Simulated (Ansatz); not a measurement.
Two members of one family (Oligo(thiophene), dithiol), computed with Ansatz in the gas phase. Binding counts from free atoms in the multiplicity of their measured ground term, without zero-point energy. Sets without diffuse functions give affinities that are too small. A dash marks a value that wasn't run or was left out as unsound. The structures are stationary points that may keep the symmetry of their start. Remarks come from the PBE and PBE0 runs and from stability tests at other levels; not every state was tested. A HOMO above zero means that the electron is unbound at that level and held by the basis, or that self-interaction error raises the level; the energy of removing that electron tells which.

First: Sc1ccc(-c2ccc(-c3ccc(S)s3)s2)s1 (singlet, charge 0, PBE-D4/def2-SVP geometry).

```
atom   x (Å)   y (Å)   z (Å)
  S1   3.882   3.203  -4.659
  C2   2.880   2.094  -3.724
  C3   2.425   0.819  -4.034
  C4   1.633   0.251  -2.999
  C5   1.473   1.081  -1.892
  C6   0.748   0.853  -0.666
  C7   0.592   1.689   0.440
  C8  -0.198   1.123   1.470
  C9  -0.666  -0.158   1.175
 C10  -1.489  -1.038   1.968
 C11  -1.961  -2.317   1.681
 C12  -2.754  -2.886   2.714
 C13  -2.899  -2.040   3.806
 S14  -3.810  -2.397   5.272
 S15  -2.050  -0.537   3.558
 S16  -0.108  -0.656  -0.412
 S17   2.328   2.597  -2.145
 H18   4.016   2.364  -5.723
 H19   2.656   0.311  -4.979
 H20   1.182  -0.749  -3.057
 H21   1.046   2.688   0.495
 H22  -0.428   1.634   2.415
 H23  -1.731  -2.831   0.736
 H24  -3.209  -3.884   2.662
 H25  -3.557  -1.213   5.896
```

| level | HOMO (eV) | LUMO (eV) | gap (eV) | vertical IE (eV) | vertical EA (eV) | vertical triplet (eV) | binding per atom (eV) |
| --- | --- | --- | --- | --- | --- | --- | --- |
| PBE-D4/def2-SVP | -4.39 | -2.41 | 1.98 | – | – | – | 5.11 |
| PBE-D4/def2-TZVP | -4.48 | -2.56 | 1.91 | 6.25 | 0.85 | 1.73 | 5.06 |
| r2SCAN-D4/def2-TZVP | -4.59 | -2.53 | 2.07 | – | – | – | 4.87 |
| PBE0-D4/def2-SVP | -5.26 | -1.88 | 3.38 | – | – | – | 4.97 |
| PBE0-D4/def2-TZVP | -5.27 | -1.98 | 3.29 | 6.48 | 0.84 | 1.87 | 4.92 |

Remarks: HOMO above zero (-1 doublet).

Second: Sc1ccc(-c2ccc(-c3ccc(-c4ccc(S)s4)s3)s2)s1 (singlet, charge 0, PBE-D4/def2-SVP geometry).

Cartesian coordinates in Å:
```
S 2.2965 -7.8454 -3.4088
C 2.1016 -6.3849 -2.4451
C 2.9377 -5.9310 -1.4328
C 2.5622 -4.6605 -0.9246
C 1.4297 -4.1250 -1.5423
C 0.7464 -2.8846 -1.2669
C -0.4537 -2.4004 -1.7919
C -0.8229 -1.1336 -1.2844
C 0.0879 -0.6165 -0.3598
C 0.0478 0.6319 0.3570
C 0.9533 1.1511 1.2846
C 0.5839 2.4198 1.7866
C -0.6131 2.9046 1.2562
C -1.2974 4.1437 1.5253
C -2.5025 4.6232 1.0190
C -2.8691 5.9016 1.5174
C -1.9409 6.4143 2.4146
S -1.9327 7.9384 3.3010
S -0.6073 5.3104 2.6467
S -1.2801 1.7531 0.1142
S 1.4203 -1.7327 -0.1308
S 0.8543 -5.2062 -2.7951
H 1.1731 -8.5007 -2.9797
H 3.7894 -6.5216 -1.0691
H 3.0865 -4.1475 -0.1077
H -1.0488 -2.9664 -2.5225
H -1.7357 -0.5974 -1.5784
H 1.8624 0.6131 1.5869
H 1.1727 2.9809 2.5262
H -3.1090 4.0535 0.3001
H -3.7859 6.4341 1.2306
H -3.1068 8.3807 2.7735
```

**Question.** Estimate how these quantities change from the first to the second (second minus first).

**Answer.** 
```tsv
level	Δ HOMO (eV)	Δ LUMO (eV)	Δ gap (eV)	Δ vertical IE (eV)	Δ vertical EA (eV)	Δ vertical triplet (eV)	Δ binding per atom (eV)
PBE-D4/def2-SVP	-0.10	-0.32	-0.22	–	–	–	0.11
PBE-D4/def2-TZVP	-0.08	-0.30	-0.21	-0.09	0.50	-0.17	0.11
r2SCAN-D4/def2-TZVP	-0.08	-0.31	-0.23	–	–	–	0.10
PBE0-D4/def2-SVP	-0.05	-0.35	-0.30	–	–	–	0.11
PBE0-D4/def2-TZVP	-0.04	-0.32	-0.29	-0.08	0.45	-0.14	0.10
```

Remarks: HOMO above zero (-1 doublet).
